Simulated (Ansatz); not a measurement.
A short molecular-dynamics run on AlH5SSi2 (`[SiH3][SiH]1[AlH][S]1`).

```yaml
crystal:
  periodic: [false, false, false]
  atoms:
    - {symbol: Si, position_ang: [-0.695110, 1.596505, 0.010464]}
    - {symbol: Si, position_ang: [0.609231, -0.251488, -0.552392]}
    - {symbol: Al, position_ang: [0.901732, -2.134378, 0.778218]}
    - {symbol: S, position_ang: [-0.618970, -2.084409, -0.764300]}
    - {symbol: H, position_ang: [-1.654857, 1.934683, -1.075667]}
    - {symbol: H, position_ang: [-1.458533, 1.283298, 1.247703]}
    - {symbol: H, position_ang: [0.172558, 2.779302, 0.265823]}
    - {symbol: H, position_ang: [1.426781, 0.002545, -1.772800]}
    - {symbol: H, position_ang: [1.405767, -3.172458, 1.845851]}
basis:
  gaussian: {orbitals: "6-31G*"}
hamiltonian: {xc: {name: BLYP}, dispersion: d3bj}
md: {timestep: 0.5 fs, n_steps: 50, ensemble: nve, temperature: 700, initial_velocities: maxwell_boltzmann, seed: 300}
```

```sh
$ ansatz run in.yaml --threads 2 --pin off --events-out ev --progress --plain --max-ram 4352MiB
```

| step | time (fs) | potential energy (eV) | kinetic (eV) | T (K) | conserved (eV) |
| --- | --- | --- | --- | --- | --- |
| 0 | 0.0 | -33267.7117 | 0.6334 | 700 | -33267.0783 |
| 1 | 0.5 | -33267.7027 | 0.6245 | 690 | -33267.0782 |
| 2 | 1.0 | -33267.6802 | 0.6022 | 665 | -33267.0780 |
| 3 | 1.5 | -33267.6469 | 0.5692 | 629 | -33267.0778 |
| 4 | 2.0 | -33267.6068 | 0.5293 | 585 | -33267.0775 |
| 5 | 2.5 | -33267.5641 | 0.4868 | 538 | -33267.0773 |
| 6 | 3.0 | -33267.5224 | 0.4454 | 492 | -33267.0771 |
| 7 | 3.5 | -33267.4849 | 0.4079 | 451 | -33267.0770 |
| 8 | 4.0 | -33267.4532 | 0.3763 | 416 | -33267.0769 |
| 9 | 4.5 | -33267.4279 | 0.3510 | 388 | -33267.0770 |
| 10 | 5.0 | -33267.4086 | 0.3316 | 366 | -33267.0770 |
| 11 | 5.5 | -33267.3941 | 0.3170 | 350 | -33267.0771 |
| 12 | 6.0 | -33267.3831 | 0.3059 | 338 | -33267.0772 |
| 13 | 6.5 | -33267.3743 | 0.2970 | 328 | -33267.0773 |
| 14 | 7.0 | -33267.3665 | 0.2892 | 320 | -33267.0773 |
| 15 | 7.5 | -33267.3591 | 0.2817 | 311 | -33267.0774 |
| 16 | 8.0 | -33267.3510 | 0.2737 | 302 | -33267.0774 |
| 17 | 8.5 | -33267.3418 | 0.2644 | 292 | -33267.0774 |
| 18 | 9.0 | -33267.3309 | 0.2534 | 280 | -33267.0775 |
| 19 | 9.5 | -33267.3177 | 0.2402 | 266 | -33267.0775 |
| 20 | 10.0 | -33267.3024 | 0.2250 | 249 | -33267.0775 |
| 21 | 10.5 | -33267.2857 | 0.2084 | 230 | -33267.0774 |
| 22 | 11.0 | -33267.2694 | 0.1922 | 212 | -33267.0772 |
| 23 | 11.5 | -33267.2561 | 0.1792 | 198 | -33267.0770 |
| 24 | 12.0 | -33267.2494 | 0.1726 | 191 | -33267.0768 |
| 25 | 12.5 | -33267.2525 | 0.1759 | 194 | -33267.0766 |
| 26 | 13.0 | -33267.2679 | 0.1913 | 211 | -33267.0766 |
| 27 | 13.5 | -33267.2958 | 0.2191 | 242 | -33267.0767 |
| 28 | 14.0 | -33267.3343 | 0.2573 | 284 | -33267.0770 |
| 29 | 14.5 | -33267.3791 | 0.3018 | 334 | -33267.0773 |
| 30 | 15.0 | -33267.4252 | 0.3475 | 384 | -33267.0777 |
| 31 | 15.5 | -33267.4671 | 0.3892 | 430 | -33267.0779 |
| 32 | 16.0 | -33267.5009 | 0.4228 | 467 | -33267.0781 |
| 33 | 16.5 | -33267.5239 | 0.4459 | 493 | -33267.0781 |
| 34 | 17.0 | -33267.5358 | 0.4579 | 506 | -33267.0780 |
| 35 | 17.5 | -33267.5378 | 0.4599 | 508 | -33267.0778 |
| 36 | 18.0 | -33267.5321 | 0.4545 | 502 | -33267.0776 |
| 37 | 18.5 | -33267.5218 | 0.4443 | 491 | -33267.0774 |
| 38 | 19.0 | -33267.5097 | 0.4324 | 478 | -33267.0773 |
| 39 | 19.5 | -33267.4982 | 0.4210 | 465 | -33267.0772 |
| 40 | 20.0 | -33267.4889 | 0.4118 | 455 | -33267.0772 |
| 41 | 20.5 | -33267.4825 | 0.4054 | 448 | -33267.0772 |
| 42 | 21.0 | -33267.4790 | 0.4018 | 444 | -33267.0772 |
| 43 | 21.5 | -33267.4778 | 0.4006 | 443 | -33267.0772 |
| 44 | 22.0 | -33267.4783 | 0.4010 | 443 | -33267.0773 |
| 45 | 22.5 | -33267.4797 | 0.4023 | 445 | -33267.0773 |
| 46 | 23.0 | -33267.4811 | 0.4037 | 446 | -33267.0774 |
| 47 | 23.5 | -33267.4817 | 0.4043 | 447 | -33267.0774 |
| 48 | 24.0 | -33267.4808 | 0.4033 | 446 | -33267.0775 |
| 49 | 24.5 | -33267.4774 | 0.3999 | 442 | -33267.0776 |
| 50 | 25.0 | -33267.4707 | 0.3931 | 434 | -33267.0776 |

Velocities are drawn at the set temperature; a run this short doesn't reach equilibrium.

Frames (Å, forces in eV/Å):

```xyz
9
time=0.0 fs
Si   -0.695    1.597    0.010    0.018    0.013   -0.016
Si    0.609   -0.251   -0.552    0.306    0.473    0.060
Al    0.902   -2.134    0.778    0.332   -0.079    0.363
S    -0.619   -2.084   -0.764   -0.654   -0.522   -0.396
H    -1.655    1.935   -1.076   -0.132    0.060   -0.123
H    -1.459    1.283    1.248   -0.098   -0.020    0.146
H     0.173    2.779    0.266    0.089    0.167    0.040
H     1.427    0.003   -1.773    0.105    0.037   -0.181
H     1.406   -3.172    1.846    0.034   -0.128    0.107
9
time=1.0 fs
Si   -0.697    1.597    0.009    0.351   -0.042   -0.133
Si    0.612   -0.256   -0.552    0.568    0.741   -0.527
Al    0.902   -2.132    0.778    0.264   -0.007    0.239
S    -0.619   -2.082   -0.763   -0.680   -0.538   -0.400
H    -1.667    1.910   -1.066   -0.136    0.180   -0.223
H    -1.448    1.283    1.225   -0.348   -0.156    0.517
H     0.185    2.756    0.327    0.033    0.200   -0.095
H     1.416    0.026   -1.824   -0.180   -0.109    0.353
H     1.369   -3.169    1.839    0.127   -0.269    0.268
9
time=2.0 fs
Si   -0.699    1.597    0.008    0.651   -0.046   -0.207
Si    0.615   -0.260   -0.551    0.727    0.984   -1.002
Al    0.903   -2.129    0.777    0.215    0.032    0.149
S    -0.619   -2.080   -0.762   -0.698   -0.547   -0.401
H    -1.681    1.887   -1.059   -0.114    0.282   -0.283
H    -1.441    1.282    1.208   -0.554   -0.276    0.816
H     0.197    2.735    0.388   -0.056    0.186   -0.239
H     1.404    0.048   -1.872   -0.366   -0.237    0.773
H     1.333   -3.168    1.836    0.196   -0.378    0.394
9
time=3.0 fs
Si   -0.700    1.597    0.006    0.839   -0.044   -0.162
Si    0.618   -0.264   -0.551    0.786    1.192   -1.345
Al    0.903   -2.127    0.777    0.189    0.015    0.118
S    -0.620   -2.078   -0.761   -0.708   -0.552   -0.399
H    -1.696    1.867   -1.054   -0.058    0.361   -0.295
H    -1.439    1.278    1.198   -0.661   -0.352    0.951
H     0.208    2.715    0.446   -0.166    0.144   -0.388
H     1.389    0.068   -1.912   -0.457   -0.338    1.060
H     1.300   -3.170    1.835    0.235   -0.428    0.460
9
time=4.0 fs
Si   -0.702    1.597    0.005    0.867   -0.075    0.042
Si    0.622   -0.268   -0.551    0.766    1.362   -1.566
Al    0.904   -2.124    0.777    0.187   -0.071    0.158
S    -0.620   -2.076   -0.760   -0.708   -0.552   -0.394
H    -1.712    1.851   -1.052    0.030    0.418   -0.259
H    -1.444    1.271    1.197   -0.637   -0.365    0.875
H     0.219    2.697    0.501   -0.277    0.097   -0.532
H     1.369    0.085   -1.942   -0.471   -0.410    1.224
H     1.268   -3.177    1.840    0.244   -0.404    0.451
9
time=5.0 fs
Si   -0.702    1.597    0.003    0.741   -0.158    0.378
Si    0.626   -0.271   -0.552    0.685    1.492   -1.681
Al    0.905   -2.121    0.777    0.200   -0.221    0.265
S    -0.621   -2.074   -0.759   -0.699   -0.548   -0.385
H    -1.727    1.838   -1.052    0.139    0.456   -0.186
H    -1.454    1.260    1.205   -0.496   -0.319    0.614
H     0.226    2.680    0.550   -0.374    0.063   -0.658
H     1.344    0.098   -1.961   -0.427   -0.455    1.283
H     1.239   -3.187    1.848    0.230   -0.309    0.370
9
time=6.0 fs
Si   -0.703    1.597    0.002    0.511   -0.290    0.774
Si    0.630   -0.273   -0.554    0.553    1.582   -1.694
Al    0.906   -2.119    0.777    0.216   -0.415    0.415
S    -0.622   -2.073   -0.758   -0.680   -0.542   -0.371
H    -1.741    1.830   -1.054    0.256    0.478   -0.095
H    -1.470    1.246    1.218   -0.284   -0.232    0.250
H     0.230    2.663    0.593   -0.442    0.053   -0.755
H     1.316    0.106   -1.967   -0.335   -0.474    1.241
H     1.212   -3.201    1.860    0.205   -0.162    0.236
9
time=7.0 fs
Si   -0.704    1.597    0.000    0.239   -0.452    1.146
Si    0.634   -0.275   -0.556    0.373    1.625   -1.592
Al    0.907   -2.117    0.777    0.226   -0.624    0.581
S    -0.624   -2.072   -0.758   -0.653   -0.532   -0.352
H    -1.752    1.826   -1.058    0.363    0.489   -0.004
H    -1.488    1.230    1.234   -0.059   -0.129   -0.126
H     0.230    2.647    0.629   -0.475    0.075   -0.818
H     1.284    0.110   -1.962   -0.194   -0.461    1.087
H     1.187   -3.215    1.874    0.180    0.010    0.078
9
time=8.0 fs
Si   -0.704    1.597    0.000   -0.027   -0.629    1.439
Si    0.638   -0.277   -0.558    0.143    1.611   -1.351
Al    0.908   -2.115    0.777    0.221   -0.819    0.733
S    -0.625   -2.070   -0.757   -0.618   -0.521   -0.327
H    -1.760    1.827   -1.061    0.448    0.489    0.073
H    -1.506    1.213    1.248    0.140   -0.031   -0.447
H     0.225    2.631    0.657   -0.468    0.129   -0.840
H     1.251    0.110   -1.946   -0.001   -0.409    0.799
H     1.163   -3.230    1.889    0.161    0.179   -0.078
9
time=9.0 fs
Si   -0.705    1.596   -0.001   -0.257   -0.806    1.627
Si    0.643   -0.278   -0.561   -0.137    1.533   -0.949
Al    0.909   -2.113    0.777    0.200   -0.978    0.850
S    -0.627   -2.069   -0.757   -0.576   -0.507   -0.297
H    -1.764    1.832   -1.063    0.503    0.482    0.125
H    -1.523    1.195    1.259    0.290    0.049   -0.681
H     0.216    2.617    0.677   -0.421    0.213   -0.821
H     1.217    0.105   -1.923    0.244   -0.311    0.357
H     1.141   -3.243    1.904    0.153    0.324   -0.212
9
time=10.0 fs
Si   -0.705    1.596    0.000   -0.440   -0.975    1.708
Si    0.647   -0.278   -0.565   -0.454    1.391   -0.394
Al    0.910   -2.111    0.778    0.163   -1.090    0.921
S    -0.629   -2.069   -0.757   -0.528   -0.491   -0.262
H    -1.763    1.842   -1.065    0.523    0.469    0.147
H    -1.538    1.178    1.262    0.385    0.107   -0.819
H     0.202    2.605    0.690   -0.335    0.324   -0.761
H     1.186    0.098   -1.896    0.531   -0.168   -0.229
H     1.121   -3.253    1.916    0.155    0.433   -0.310
9
time=11.0 fs
Si   -0.706    1.594    0.001   -0.568   -1.128    1.687
Si    0.651   -0.278   -0.568   -0.772    1.209    0.239
Al    0.911   -2.110    0.779    0.113   -1.148    0.940
S    -0.631   -2.068   -0.756   -0.475   -0.471   -0.223
H    -1.757    1.857   -1.064    0.509    0.450    0.136
H    -1.548    1.162    1.258    0.425    0.138   -0.864
H     0.186    2.596    0.695   -0.218    0.452   -0.665
H     1.160    0.089   -1.872    0.821   -0.001   -0.881
H     1.102   -3.259    1.925    0.165    0.498   -0.368
9
time=12.0 fs
Si   -0.707    1.593    0.002   -0.629   -1.248    1.574
Si    0.655   -0.277   -0.572   -1.026    1.038    0.782
Al    0.913   -2.109    0.781    0.054   -1.151    0.907
S    -0.633   -2.067   -0.756   -0.420   -0.447   -0.181
H    -1.746    1.876   -1.063    0.462    0.426    0.094
H    -1.555    1.147    1.246    0.410    0.143   -0.820
H     0.167    2.592    0.693   -0.083    0.582   -0.544
H     1.142    0.080   -1.856    1.049    0.142   -1.431
H     1.085   -3.260    1.931    0.182    0.516   -0.381
9
time=13.0 fs
Si   -0.708    1.591    0.004   -0.607   -1.313    1.381
Si    0.659   -0.277   -0.575   -1.146    0.934    1.031
Al    0.914   -2.109    0.783   -0.012   -1.101    0.823
S    -0.635   -2.067   -0.756   -0.362   -0.419   -0.137
H    -1.731    1.899   -1.061    0.388    0.396    0.027
H    -1.558    1.134    1.226    0.338    0.118   -0.686
H     0.148    2.592    0.687    0.051    0.692   -0.414
H     1.134    0.073   -1.854    1.146    0.205   -1.674
H     1.069   -3.256    1.933    0.205    0.488   -0.350
9
time=14.0 fs
Si   -0.709    1.589    0.006   -0.485   -1.290    1.116
Si    0.662   -0.275   -0.577   -1.099    0.926    0.874
Al    0.915   -2.109    0.785   -0.080   -1.000    0.692
S    -0.638   -2.066   -0.756   -0.303   -0.386   -0.092
H    -1.712    1.926   -1.058    0.298    0.359   -0.056
H    -1.558    1.121    1.200    0.206    0.060   -0.466
H     0.129    2.600    0.677    0.158    0.754   -0.294
H     1.136    0.067   -1.867    1.076    0.164   -1.499
H     1.056   -3.248    1.932    0.230    0.413   -0.274
9
time=15.0 fs
Si   -0.711    1.586    0.009   -0.258   -1.150    0.792
Si    0.665   -0.274   -0.580   -0.914    0.985    0.385
Al    0.916   -2.110    0.787   -0.150   -0.852    0.516
S    -0.640   -2.066   -0.756   -0.244   -0.349   -0.048
H    -1.690    1.956   -1.056    0.204    0.313   -0.140
H    -1.555    1.110    1.169    0.017   -0.030   -0.168
H     0.112    2.615    0.663    0.217    0.740   -0.201
H     1.149    0.063   -1.894    0.872    0.046   -0.980
H     1.045   -3.236    1.928    0.256    0.296   -0.157
9
time=16.0 fs
Si   -0.712    1.583    0.012    0.056   -0.879    0.432
Si    0.667   -0.272   -0.582   -0.661    1.053   -0.239
Al    0.918   -2.111    0.790   -0.219   -0.663    0.303
S    -0.643   -2.066   -0.756   -0.184   -0.308   -0.004
H    -1.666    1.990   -1.056    0.121    0.254   -0.207
H    -1.553    1.097    1.136   -0.214   -0.143    0.176
H     0.096    2.636    0.648    0.216    0.635   -0.142
H     1.171    0.059   -1.931    0.603   -0.093   -0.314
H     1.036   -3.220    1.923    0.281    0.143   -0.005
9
time=17.0 fs
Si   -0.714    1.579    0.016    0.400   -0.500    0.071
Si    0.669   -0.270   -0.585   -0.405    1.084   -0.816
Al    0.919   -2.112    0.792   -0.285   -0.448    0.068
S    -0.645   -2.066   -0.756   -0.124   -0.265    0.036
H    -1.641    2.025   -1.057    0.060    0.176   -0.240
H    -1.553    1.084    1.106   -0.446   -0.257    0.510
H     0.083    2.664    0.631    0.162    0.444   -0.112
H     1.198    0.055   -1.971    0.334   -0.206    0.314
H     1.029   -3.204    1.918    0.304   -0.030    0.168
9
time=18.0 fs
Si   -0.715    1.576    0.019    0.691   -0.068   -0.233
Si    0.671   -0.267   -0.587   -0.184    1.060   -1.249
Al    0.920   -2.113    0.795   -0.347   -0.229   -0.167
S    -0.648   -2.066   -0.756   -0.065   -0.221    0.075
H    -1.615    2.063   -1.061    0.026    0.076   -0.230
H    -1.557    1.068    1.080   -0.622   -0.337    0.754
H     0.071    2.696    0.614    0.074    0.193   -0.094
H     1.228    0.048   -2.008    0.102   -0.274    0.806
H     1.026   -3.188    1.914    0.323   -0.200    0.339
9
time=19.0 fs
Si   -0.716    1.572    0.022    0.848    0.340   -0.426
Si    0.674   -0.264   -0.591   -0.009    0.984   -1.517
Al    0.921   -2.114    0.798   -0.402   -0.035   -0.373
S    -0.651   -2.066   -0.756   -0.006   -0.179    0.109
H    -1.589    2.101   -1.067    0.016   -0.047   -0.179
H    -1.566    1.049    1.061   -0.682   -0.346    0.839
H     0.060    2.730    0.595   -0.020   -0.081   -0.071
H     1.259    0.039   -2.037   -0.080   -0.299    1.139
H     1.026   -3.173    1.914    0.336   -0.338    0.478
9
time=20.0 fs
Si   -0.717    1.569    0.025    0.833    0.661   -0.485
Si    0.676   -0.261   -0.594    0.117    0.867   -1.634
Al    0.921   -2.115    0.800   -0.448    0.106   -0.520
S    -0.653   -2.067   -0.756    0.052   -0.139    0.141
H    -1.563    2.138   -1.074    0.018   -0.185   -0.099
H    -1.583    1.027    1.050   -0.600   -0.264    0.743
H     0.049    2.763    0.576   -0.099   -0.338   -0.031
H     1.289    0.027   -2.055   -0.213   -0.290    1.328
H     1.029   -3.162    1.918    0.339   -0.418    0.557
9
time=21.0 fs
Si   -0.718    1.565    0.028    0.669    0.867   -0.438
Si    0.678   -0.257   -0.599    0.197    0.723   -1.624
Al    0.922   -2.117    0.802   -0.482    0.176   -0.585
S    -0.656   -2.067   -0.756    0.107   -0.104    0.168
H    -1.537    2.174   -1.082    0.020   -0.329   -0.009
H    -1.604    1.002    1.046   -0.396   -0.105    0.508
H     0.037    2.793    0.556   -0.147   -0.551    0.030
H     1.318    0.012   -2.061   -0.301   -0.255    1.395
H     1.035   -3.155    1.927    0.332   -0.423    0.555
9
time=22.0 fs
Si   -0.718    1.562    0.031    0.417    0.964   -0.343
Si    0.680   -0.253   -0.603    0.231    0.560   -1.500
Al    0.922   -2.118    0.804   -0.502    0.174   -0.567
S    -0.659   -2.067   -0.755    0.161   -0.072    0.192
H    -1.511    2.207   -1.091    0.011   -0.466    0.074
H    -1.630    0.976    1.047   -0.128    0.094    0.208
H     0.023    2.817    0.537   -0.158   -0.701    0.113
H     1.343   -0.005   -2.054   -0.346   -0.202    1.352
H     1.045   -3.152    1.942    0.313   -0.352    0.470
9
time=23.0 fs
Si   -0.718    1.559    0.033    0.148    0.973   -0.253
Si    0.682   -0.249   -0.609    0.210    0.381   -1.256
Al    0.923   -2.119    0.806   -0.509    0.119   -0.480
S    -0.661   -2.067   -0.755    0.211   -0.044    0.211
H    -1.484    2.235   -1.099   -0.015   -0.584    0.134
H    -1.657    0.951    1.050    0.142    0.291   -0.081
H     0.008    2.835    0.519   -0.132   -0.779    0.213
H     1.366   -0.024   -2.033   -0.338   -0.132    1.195
H     1.057   -3.152    1.961    0.283   -0.225    0.317
9
time=24.0 fs
Si   -0.718    1.557    0.036   -0.092    0.911   -0.201
Si    0.684   -0.245   -0.614    0.118    0.191   -0.876
Al    0.923   -2.120    0.808   -0.502    0.036   -0.352
S    -0.664   -2.068   -0.755    0.258   -0.021    0.224
H    -1.458    2.258   -1.105   -0.060   -0.675    0.163
H    -1.682    0.929    1.052    0.371    0.456   -0.315
H    -0.008    2.846    0.503   -0.073   -0.784    0.326
H     1.385   -0.044   -2.002   -0.262   -0.046    0.904
H     1.072   -3.154    1.983    0.242   -0.069    0.126
9
time=25.0 fs
Si   -0.719    1.555    0.039   -0.278    0.792   -0.197
Si    0.687   -0.241   -0.620   -0.063   -0.008   -0.348
Al    0.923   -2.121    0.810   -0.485   -0.047   -0.212
S    -0.666   -2.068   -0.755    0.300    0.000    0.232
H    -1.432    2.274   -1.110   -0.122   -0.732    0.156
H    -1.704    0.911    1.051    0.537    0.574   -0.474
H    -0.025    2.849    0.490    0.015   -0.717    0.447
H     1.401   -0.065   -1.961   -0.100    0.051    0.467
H     1.089   -3.157    2.006    0.195    0.087   -0.072
```

It took 97 s on 2 threads of an Arm Neoverse V1 on a shared host, with 0.45 GiB of host memory at the peak.
